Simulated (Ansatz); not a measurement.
A nudged elastic band was laid between two geometries of CH6AlFOSi (11 atoms, charge 0, multiplicity 1).

Method: RKS BLYP-D4/def2-SVP in Ansatz.

```
movable images  : 9
climbing image  : from the first iteration
spring          : 5.0 eV/Å²
optimiser       : lbfgs
start path      : IDPP
force threshold : 0.03 eV/Å
iteration limit : 60
end points      : relaxed
```

Image 0:

```xyz
11
Properties=species:S:1:pos:R:3
F -1.353 0.685 1.028
C -0.495 -0.047 1.891
Al 0.924 -0.886 0.764
O 0.854 -0.457 -0.897
Si 0.004 0.457 -2.019
H -0.088 0.652 2.661
H -1.109 -0.788 2.456
H 2.062 -1.871 1.267
H -1.412 -0.025 -2.138
H 0.006 1.909 -1.638
H 0.673 0.313 -3.355
```

Image 10:

```xyz
11
Properties=species:S:1:pos:R:3
F -1.702 -0.512 0.462
C -0.811 -1.125 1.383
Al 1.035 -0.501 0.947
O 1.133 0.503 -0.443
Si 0.226 1.212 -1.664
H -1.135 -0.863 2.418
H -0.929 -2.232 1.305
H 2.358 -0.849 1.750
H -0.765 2.185 -1.095
H 1.155 1.954 -2.579
H -0.501 0.170 -2.464
```

(1) Which bonds break or form, and what moves?

(2) Give the energies along the band, and the barrier.

(3) What is the geometry of the highest image?

Results:

(1) No bond is made or broken. The dihedral Al3–O4–Si5–H9 goes from -63 to 63°. The two ends are copies of one structure, up to a mirror image or an exchange of like atoms.

(2) The run converged. The highest image is number 5 of 0 to 10, 0.7 kcal/mol above the ends, which have the same energy within 2 meV. The order of the stationary point at the top wasn't checked.

```csv
image,path coordinate (Å),energy (kcal/mol),dihedral Al3–O4–Si5–H9 (°)
0,0.00,0.0,-63
1,0.47,0.1,-52
2,0.93,0.3,-41
3,1.40,0.5,-28
4,1.87,0.7,-14
5,2.34,0.7,0
6,2.81,0.7,14
7,3.28,0.5,28
8,3.75,0.3,41
9,4.21,0.1,52
10,4.68,0.0,63
```

(3) 
```xyz
11
Properties=species:S:1:pos:R:3
F -1.752 -0.247 0.823
C -0.786 -0.839 1.673
Al 1.015 -0.604 0.846
O 1.040 0.230 -0.653
Si 0.204 1.018 -1.874
H -0.865 -0.367 2.682
H -1.058 -1.911 1.825
H 2.385 -1.120 1.461
H -1.270 1.050 -1.599
H 0.710 2.427 -1.988
H 0.442 0.308 -3.174
```

Run time: 9.2 min on 2 threads of Intel(R) Xeon(R) Platinum 8488C (Sapphire Rapids), with other jobs on the host, peak memory 0.17 GiB.
